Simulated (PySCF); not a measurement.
C7H13O (SMILES CC[CH]CCC(C)=O), doublet, at a GFN2-xTB geometry. Base run: PySCF with SVWN5/STO-3G.

Here is a job for PySCF.
```python
from pyscf import gto, scf, dft

mol = gto.Mole()
mol.atom = '''
    C     3.76996117   -0.03779806   -0.25734076
    C     2.69569237    0.75418593    0.51595414
    C     1.49699460   -0.06504665    0.79234717
    C     0.35652600   -0.14701478   -0.14076452
    C    -0.99327247    0.03709125    0.57578167
    C    -2.16771257   -0.22815835   -0.34011532
    C    -3.46523325    0.39081919    0.12088745
    O    -2.07927014   -0.87777189   -1.35024190
    H     4.64159171    0.58694944   -0.43793270
    H     3.37279599   -0.37151514   -1.21251134
    H     4.07718632   -0.91052846    0.31344598
    H     3.14118730    1.09796698    1.45414138
    H     2.42309306    1.62960792   -0.07932072
    H     1.51761807   -0.74315254    1.62991485
    H     0.31550201   -1.12846133   -0.63507412
    H     0.45224160    0.60652789   -0.92519285
    H    -1.07069337    1.03831114    1.00264664
    H    -1.06126732   -0.67788533    1.40096999
    H    -4.30035193   -0.02695552   -0.43498603
    H    -3.42435564    1.46352462   -0.06147147
    H    -3.60812196    0.23331447    1.18680645
'''
mol.basis = 'sto-3g'
mol.spin = 1
mol.verbose = 4
mol.build()

mf = dft.UKS(mol)
mf.xc = 'lda,vwn'
mf.kernel()
mf.analyze()
```

Each row names what was changed in the base input (with any setting that the change needs).

```tsv
change	E (Eh)	HOMO (eV)	dipole (D)	<S^2>	core-seconds (rough)	outcome
base	-342.22641	-1.28	1.54	0.752	5	converged
functional = hf	-343.21126	-7.55	1.78	0.766	0.8	converged
functional = pbe	-344.91950	-1.63	1.47	0.753	10	converged
functional = hse06	-345.04513	-2.92	1.59	0.755	30	converged
functional = mn15	-343.38867	-3.72	1.54	0.755	10	converged
functional = blyp; dispersion = d4	-345.17700	-1.54	1.44	0.753	8	converged
functional = scan	-345.25558	-2.26	1.60	0.756	10	converged
functional = tpssh	-345.48340	-2.63	1.50	0.755	20	converged
functional = mn12l	-344.06852	-1.79	1.63	0.758	10	converged
functional = b3lyp; dispersion = d4	-345.39992	-3.02	1.55	0.754	8	converged
functional = pbe0	-345.01644	-3.31	1.59	0.755	9	converged
functional = bp86	-345.37101	-1.73	1.47	0.753	8	converged
functional = b97m_v	-	-	-	-	-	cut at the time limit
```

Totals shift with the method and basis; they matter in differences.

Open shells are given as the SCF converged; they aren't shown to be the lowest states, and a large step between rows can be another state.
